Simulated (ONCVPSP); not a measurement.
# titanium (Ti), ONCV: configuration errors across variants

```json
{
  "Element": "Ti (Z = 22)",
  "Generator": "ONCVPSP 4.0.1",
  "Type": "optimised norm-conserving Vanderbilt (ONCV)",
  "Functional": "LDA (Perdew-Wang 92)",
  "Relativity": "scalar-relativistic",
  "Frozen core": "[Ne]",
  "Valence charge": "12",
  "Reference configuration": "3s2 3p6 3d2 4s2",
  "Partial waves": "3s+4s: rc 1.60 bohr, ncon 3, nbas 7, qcut 8.4 1/bohr, 2 projectors; 3p: rc 1.45 bohr, ncon 4, nbas 8, qcut 9.8 1/bohr, 2 projectors, debl 2.4 Ha; 3d: rc 1.25 bohr, ncon 3, nbas 7, qcut 6.8 1/bohr, 3 projectors, debl 2.9 Ha",
  "Local potential": "polynomial inside 0.85 bohr (lpopt 2, dvloc0 0 Ha)",
  "Core correction": "none"
}
```

All-electron excitation energies from the reference (eV): (1) 3s2 3p6 3d2 4s1 7.529; (2) 3s2 3p6 3d2 4s0 21.322; (3) 3s2 3p6 3d1 4s0 48.516; (4) 3s2 3p6 3d2 4s1 4p1 3.134.

A true bound ghost makes a file unfit for plane-wave use even where its test errors are small: the radial tests pick states by their node count and pass the ghost by.

Errors AE − PS in meV (a dash: test not solved or not reliable):

```csv
change,(1),(2),(3),(4),bound ghosts,GHOST(+) flags above zero
base,-0.4,-1.2,+11,-0.1,d,d
d: debl 0.2,-0.5,-1.1,+8.7,-0.1,d,d
d: debl 0.35,-0.4,-1.1,+10,-0.1,d,d
d: debl 1.55,-0.4,-1.2,+10,-0.1,d,none
d: debl 2.3,-0.5,-1.2,+10,-0.1,d,d
d: debl 4.25,-0.5,-1.2,+10,-0.1,none,d
```

Task: Give the same row for: d: debl 0.6.

Result: -0.4, -1.1, +11, -0.1; bound ghosts: d; GHOST(+) flags above zero: none.
